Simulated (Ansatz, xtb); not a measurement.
CFMgO: which of two structures lies lower

We compare a, a doublet given by its coordinates, with b, `F[C]1[O][Mg]1`, a doublet. Both are isolated molecules in the gas phase, relaxed with r2SCAN-D4/def2-SVP.

a (Å):

```xyz
4

C    -0.1126   -0.1420   -0.9413
F    -1.1668   -0.9458    1.2469
Mg   -0.5036    0.7087    1.4619
O    -0.2088   -0.9355   -1.7413
```

Close contacts (Å): C1–Mg3 2.58, C1–O4 1.13, F2–Mg3 1.80.

b (Å):

```yaml
atoms:
  - { symbol: C, position_ang: [-1.7342, -2.2716, -1.4825] }
  - { symbol: F, position_ang: [-0.4365, -1.9621, -1.4195] }
  - { symbol: Mg, position_ang: [-3.7984, -2.7329, -1.2951] }
  - { symbol: O, position_ang: [-2.1702, -2.4961, -2.6195] }
```

Problem. Which of the two would you expect CCSD(T)/def2-SVP + ΔMP2/def2-TZVPP electronic energies to favour?

Solution. Structure a; the calculation gives E(b) − E(a) = +152.1 kJ/mol.

How the difference moves with the method:

| level | geometry | E(b) − E(a) (kJ/mol) | departure from the last row (kJ/mol) | job, with rough time for the two |
| --- | --- | --- | --- | --- |
| r2SCAN-D4/def2-SVP | r2SCAN-D4/def2-SVP | +121.8 | −30.3 | optimisation, 66 s |
| HF/def2-SVP | r2SCAN-D4/def2-SVP | +178.1 | +26.1 | part of the CCSD(T) run |
| MP2/def2-SVP | r2SCAN-D4/def2-SVP | +175.6 | +23.5 | part of the CCSD(T) run |
| CCSD(T)/def2-SVP | r2SCAN-D4/def2-SVP | +170.2 | +18.1 | single point |
| CCSD(T)/def2-SVP + ΔMP2/def2-TZVPP | r2SCAN-D4/def2-SVP | +152.1 |  | single point, 12 s |

The levels shown agree on the order. The largest departure from CCSD(T)/def2-SVP + ΔMP2/def2-TZVPP is that of r2SCAN-D4/def2-SVP, 30.3 kJ/mol. Levels run at GFN2-xTB geometries aren't shown. The last row adds to CCSD(T) the change of the MP2 difference between the two basis sets, here −18.1 kJ/mol, a large step that makes the value less sure.

With harmonic frequencies from r2SCAN-D4/def2-SVP (ideal gas, rigid rotor, one conformer each, 600 K, 1 atm): the zero-point term adds +5.0 kJ/mol; ΔH is +151.9 and ΔG +174.6 kJ/mol.

Open shells are spin-unrestricted. The correlated steps freeze 4 core orbitals; the last core shell of Mg is correlated, in a basis made for valence electrons. Run with Ansatz 0.2.0; the last row on 1 thread of Intel(R) Xeon(R) 6975P-C (Granite Rapids) on a shared host.
